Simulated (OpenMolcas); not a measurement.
**Kr3+: effect of the active space**

```yaml
Program: OpenMolcas
Method: CASSCF
Basis: ANO-RCC-VTZP
Scalar_Hamiltonian: DKH3, point nucleus
Spin-orbit_coupling: RASSI with atomic mean-field integrals over the reference wave functions, term energies averaged over their components
```

A. 3 electrons in 3 orbitals (4p); 2S+1 = 4 odd, 1 root; 2S+1 = 2 odd, 8 roots kept (CI in the orbitals of an earlier block); cost roughly 2.1 core-seconds
B. 5 electrons in 4 orbitals (4s 4p); 2S+1 = 4 odd, 1 root; 2S+1 = 2 odd, 8 roots kept (CI in the orbitals of an earlier block); 2S+1 = 4 even, 3 roots; 2S+1 = 2 even, 9 roots kept (CI in the orbitals of an earlier block); cost about 7 core-seconds

Energies in cm⁻¹ above 4s² 4p³ ⁴S°_3/2, the measured ground level; measured values from Saloman, J. Phys. Chem. Ref. Data 36, 215 (2007).

```
          Level      A      B  Measured
4s² 4p³ ⁴S°_3/2    0.0    0.0       0.0
4s² 4p³ ²D°_3/2  22085  21672     17038
4s² 4p³ ²D°_5/2  23316  23383     18700
4s² 4p³ ²P°_1/2  38559  33188     31056
4s² 4p³ ²P°_3/2  40241  35303     33406
```

Deviations, from unrounded energies. A percentage is the sum of absolute deviations over the sum of measured energies, with the sign that they share, or ± where signs differ.

```json
{"Against measurement": "mean absolute deviation (cm-1)", "Levels": "4", "A": "6000", "B": "3300"}
{"Against measurement": "other terms of the ground configuration (%)", "Levels": "4", "A": "+24.0", "B": "+13.3"}
```

B lies closest to measurement on these levels. The largest miss of B in the table is 4s² 4p³ ²D°_5/2, by +4700 cm-1. The ranking rests on the paired levels alone, and a cruder setting can come out closer through cancelling errors.

Between A and B the level of the table that moves most is 4s² 4p³ ²P°_1/2, by 5400 cm-1 (lowest in B, highest in A).

Terms from blocks run as CI alone lack orbitals of their own. With the s shell closed, the reference lacks s² → p² mixing (holds for A). Computed and measured levels are paired by configuration, term and J; levels that our copy of the source lacks, or whose pairing is in doubt (as where it misses far off the trend of its configuration), stay unpaired and out of the deviations. Only configurations of the active space appear. The table leaves out levels that lie high or whose names do not pair safely across all columns.

° marks odd parity.
